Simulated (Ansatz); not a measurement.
Species: sum formula SiH₂Br, net charge 0, doublet state. It need not be the lowest isomer of its formula. 
Structure (B3LYP-D3(BJ)/def2-TZVP (Ansatz, a program for electronic structure) minimum search):
```
Si
H 1 1.4845
H 1 1.4845 2 110.79
Br 1 2.2355 2 108.31 3 118.67
```
Charge 0, spin multiplicity 2.

Basis-set convergence of Hartree-Fock and MP2 correlation energies (hartree) with Ansatz. Correlated levels leave the core frozen unless marked. UHF or UKS for open shells. No spin-orbit coupling. Frozen are the shells of the preceding noble gas and the d and f shells that filled before the atom's block. Non-relativistic.

```json
[
 {"basis": "def2-SVP", "functions": "60", "E(HF)": "-2862.10779", "E(corr, MP2)": "-0.20260"},
 {"basis": "def2-TZVPP", "functions": "118", "E(HF)": "-2862.52861", "E(corr, MP2)": "-0.26529"},
 {"basis": "def2-QZVPP", "functions": "219", "E(HF)": "-2862.58704", "E(corr, MP2)": "-0.29127"}
]
```

Extrapolating the two largest sets (X = 3 and 4) as X^-3: E(corr) = (64·(-0.29127) - 27·(-0.26529))/37 = -0.3102 Eh, an estimate of the basis-set limit. The largest set recovers 93.9 % of it, the smallest 65.3 %.
